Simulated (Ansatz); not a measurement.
Energy needed to pull apart GaH5S (SMILES [SH2+][GaH3-]), closed shell, into free ground-state atoms, from the structure below (displaced at random from a GFN2-xTB minimum); no zero-point or spin–orbit terms; open-shell atoms are treated unrestricted, in their ground-state multiplicity.

```
7
angstrom
S -0.7754 -1.2819 0.0464
Ga 0.0790 1.0481 -0.1484
H -0.1703 -1.6136 1.0652
H 0.1360 -1.8516 -0.8715
H -0.2944 1.3520 -1.4806
H -0.5486 1.7587 1.0258
H 1.5471 0.5151 0.0666
```

Program: Ansatz 0.2.0. Basis: def2-TZVPP. Cores are frozen in the correlated methods. Filled d shells of the heavier atoms are correlated. The def2 sets are not built for correlating such inner shells, so the correlated values are less sure here.

```json
{"method": "PBE-D4", "atomization energy (kcal/mol)": "372.7"}
{"method": "r2SCAN-D4", "atomization energy (kcal/mol)": "381.9"}
{"method": "PBE0-D4", "atomization energy (kcal/mol)": "372.4"}
{"method": "BHLYP-D4", "atomization energy (kcal/mol)": "372.7"}
{"method": "CAM-B3LYP-D4", "atomization energy (kcal/mol)": "380.1"}
{"method": "wB97M-V", "atomization energy (kcal/mol)": "381.0"}
{"method": "HF", "atomization energy (kcal/mol)": "?"}
{"method": "MP2", "atomization energy (kcal/mol)": "368.9"}
{"method": "CCSD", "atomization energy (kcal/mol)": "?"}
{"method": "CCSD(T)", "atomization energy (kcal/mol)": "376.1"}
```

**Question.** What does CCSD give? (Judge from chemistry; the value comes from the calculation.)

**Answer.** The calculation gives: 372.4 kcal/mol, which is about 3.6 kcal/mol less than CCSD(T)/def2-TZVPP.

**Question.** What does HF give? (To be estimated.)

**Answer.** By the calculation: 270.2 kcal/mol, which is about 105.9 kcal/mol less than CCSD(T)/def2-TZVPP.

In triple zeta the MP2 and coupled-cluster atomization energies are still short of their basis limit by a few kcal/mol a bond, whereas those of the functionals are nearly converged, so these differences are not deviations from converged CCSD(T).

T1 diagnostic: at most 0.013.

For scale, one of the runs: CCSD(T)/def2-TZVPP forces, 160 basis functions (an equivalent command: `ansatz run in.yaml --threads 4`). The run took 81 s on 4 CPU threads (shared host), with 2 GiB of host memory at its peak.
